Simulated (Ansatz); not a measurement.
Geometry optimisation, RHF/6-31G* in Ansatz 0.2.0.

Input file:

```yaml
crystal:
  periodic: [false, false, false]
  atoms:
    - { symbol: B, position_ang: [0.0, 0.0, 0.0] }
    - { symbol: "N", position_ang: [0.0, 0.0, 1.9] }
    - { symbol: H, position_ang: [-0.877, -0.2713, 2.43] }
    - { symbol: H, position_ang: [0.877, 0.2713, 2.43] }
    - { symbol: "N", position_ang: [1.3423, 0.0, -0.775] }
    - { symbol: H, position_ang: [1.8089, -0.9179, -1.0268] }
    - { symbol: H, position_ang: [1.7937, 0.9179, -1.0532] }
    - { symbol: H, position_ang: [-1.0305, 0.0, -0.595] }
    - { symbol: Si, position_ang: [-0.2814, 2.1166, 0.7095] }
    - { symbol: H, position_ang: [-1.6383, 2.5579, 0.4002] }
    - { symbol: H, position_ang: [-0.0669, 2.1796, 2.1523] }
    - { symbol: H, position_ang: [0.6781, 2.9876, 0.037] }
    - { symbol: H, position_ang: [-0.1504, 1.1313, 1.7779] }
basis:
  gaussian: { orbitals: "6-31G*" }
hamiltonian:
  xc: hf
relax:
  f_tol: 0.15
  max_steps: 25
  restrain:
    - { distance: [0, 8], at: 1.95, k: 30.0 }
    - { distance: [12, 1], at: 1.06, k: 30.0 }
    - { distance: [0, 1], at: 2.75, k: 30.0 }
    - { distance: [12, 8], at: 2.66, k: 30.0 }
```

Command:

```bash
$ ansatz run input.yaml --threads 1 --pin off --max-ram 2048MiB --backend cpu --events-out ev --progress --plain --runs-dir out
```

Problem. Where does it end, and by what steps?

Solution. The forces met the threshold. The restraints hold the end off the free minimum. After 18 steps the energy has fallen by 6.964 eV (the restraints' own energy left out); H11 moved furthest, 1.31 Å. Parted: Si9–H13 (1.46 → 2.67 Å).

| step | energy less start (eV) | largest force component (eV/Å) | accepted |
| --- | --- | --- | --- |
| 0 | 0.0000 | 7.548 | yes |
| 1 | -2.4102 | 4.393 | yes |
| 2 | -3.0994 | 3.162 | yes |
| 3 | -3.8927 | 3.914 | yes |
| 4 | -5.3995 | 3.060 | yes |
| 5 | -6.4935 | 1.399 | yes |
| 6 | -6.7703 | 1.388 | yes |
| 7 | -6.8193 | 1.736 | yes |
| 8 | -6.7738 | 1.279 | no |
| 9 | -6.8528 | 1.490 | yes |
| 10 | -6.8678 | 1.310 | yes |
| 11 | -6.8832 | 1.294 | yes |
| 12 | -6.8941 | 1.486 | yes |
| 13 | -6.9169 | 1.447 | yes |
| 14 | -6.9305 | 1.194 | yes |
| 15 | -6.9560 | 1.097 | yes |
| 16 | -6.9418 | 1.177 | no |
| 17 | -6.9602 | 1.121 | yes |
| 18 | -6.9640 | 1.187 | yes |

```xyz
13
Properties=species:S:1:pos:R:3
B 0.141 0.526 -0.436
N -0.234 -0.021 2.236
H -1.009 -0.606 2.494
H 0.591 -0.380 2.682
N 1.432 0.098 -0.770
H 1.610 -0.781 -1.199
H 2.261 0.605 -0.558
H -0.764 -0.184 -0.758
Si -0.214 2.309 0.348
H -1.524 2.378 1.041
H 0.814 2.710 1.348
H -0.237 3.405 -0.659
H -0.412 0.915 2.619
```

The run took 41 s on 1 thread of Arm Neoverse V1, on a shared host, peak memory 0.15 GiB.
